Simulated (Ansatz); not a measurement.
Coupled-cluster diagnostics for 1-ethyl-3-methylimidazolium, `CCn1cc[n+](C)c1`, Ansatz.

Geometry of the singlet (r2SCAN-D4/def2-SVP):

```
atom   x (Å)   y (Å)   z (Å)
  C1  -2.514   0.365   1.210
  C2  -1.109   0.894   1.438
  N3  -0.108   0.193   0.612
  C4   0.386  -1.072   0.850
  C5   1.241  -1.369  -0.177
  N6   1.248  -0.281  -1.025
  C7   2.035  -0.164  -2.251
  C8   0.424   0.652  -0.527
  H9  -3.216   0.920   1.849
 H10  -2.594  -0.701   1.470
 H11  -2.828   0.497   0.164
 H12  -1.029   1.963   1.191
 H13  -0.792   0.778   2.486
 H14   0.099  -1.652   1.724
 H15   1.843  -2.256  -0.368
 H16   3.104  -0.231  -2.010
 H17   1.827   0.806  -2.718
 H18   1.757  -0.969  -2.944
 H19   0.224   1.625  -0.974
```

Correlated methods freeze 8 core orbitals.

Task: Estimate the CCSD(T) correlation energy, the shares of MP2 and (T), T1 and the reference's ⟨S²⟩ for: charge 1, singlet, own geometry in def2-SVP; and the rough time on 4 threads of Arm Neoverse V1 on a shared host.

Result: 
```tsv
state	basis	correlation (eV)	MP2 share (%)	(T) share (%)	T1	⟨S²⟩ (pure)	wall time
charge 1, singlet, own geometry	def2-SVP	-34.150	91.1	3.6	0.011	0.00 (0.00)	77 s
```
Customary marks for T1 are 0.02 (closed shells), 0.045 (open shells) and about 0.05 (3d metals). T1 stays under 0.02 throughout.
